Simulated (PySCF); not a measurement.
CH8N2Si2, SMILES N[Si@H]1NC[SiH2]1.

Coordinates come from a PBE0-D3(BJ)/def2-SVP optimisation. The structure was generated by enumeration; whether it is a known compound was not checked. One conformer was computed; it need not be the lowest.

All values below come from M06-2X/def2-TZVP run with PySCF.

Isolated molecule, no solvent.

Computed frontier levels, gap, dipole moment and polarisability:
| Item | Value |
|---|---|
| highest occupied level | -7.74 eV |
| lowest empty level | 0.98 eV |
| orbital gap | 8.72 eV |
| dipole moment | 1.09 D |
| quadrupole, principal values (traceless, Buckingham form, about the centre of nuclear charge) | -3.79, -2.15, 5.94 D·Å |
| mean static polarisability | 79.7 bohr³ (11.80 Å³) |
| polarisability, principal values | 68.9, 76.3, 93.8 bohr³ |
